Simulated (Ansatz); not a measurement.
Consider the cleavage of the Si–Si bond: `[SiH3][SiH2][SeH]` + `C[S][Mg][OH]` → `C[S][Mg][O][SiH3]` + `[SiH3][SeH]`.

Program: Ansatz. Geometries: PBE0-D4/def2-TZVP. ΔE: electronic, gas phase. CCSD(T)/CBS is the MP2 limit (def2-TZVPP, def2-QZVPP) plus CCSD(T) − MP2 in def2-TZVPP, frozen cores. DFT in def2-TZVPP. HSE06 is defined as in plane-wave codes. For Mg, Se outer-core shells are correlated without core-valence functions, which leaves a few kJ/mol of doubt a bond. Scalar relativity is left out up to krypton. One conformer a species, not always the lowest.

Question: Is it downhill or uphill in electronic energy at CCSD(T)/CBS, and by how much? (Estimate.)

Answer: The calculation gave: Downhill: ΔE = -28.2 kcal/mol.

Question: What do these levels give: PBE-D4, BLYP-D4, B97M-V, r2SCANh-D4, CAM-B3LYP-D4, PBE-QIDH, revPBE, HSE06, LC-ωPBE, CCSD(T)/def2-TZVPP, MP2/def2-QZVPP, MP2/CBS(def2)? (Estimate.)

Answer: Computed: PBE-D4 -21.5, BLYP-D4 -25.8, B97M-V -27.5, r2SCANh-D4 -26.6, CAM-B3LYP-D4 -28.8, PBE-QIDH -27.2, revPBE -22.4, HSE06 -24.2, LC-ωPBE -25.8, CCSD(T)/def2-TZVPP -28.4, MP2/def2-QZVPP -29.7, MP2/CBS(def2) -29.3 kcal/mol.

Largest T1 diagnostic among the species: 0.011.

Leaving LDA and LC-ωPBE aside and taking each functional with its dispersion term where it has one, the values, not all of them listed here, spread over 8.1 kcal/mol, from BHLYP-D4 to PBE-D4. In def2-TZVPP, CCSD(T) changes the Hartree–Fock value by +6.5 kcal/mol (the triples alone add +0.8 kcal/mol) and MP2 by +5.3 kcal/mol. The D4 term adds +1.2 kcal/mol with B3LYP and +0.7 kcal/mol with PBE0; it sums over pairs of atoms, weighted by their polarisabilities, and B3LYP, whose exchange is more repulsive, gets the larger term.

B3LYP here is the variant with VWN-RPA as its local correlation; programs differ in this.
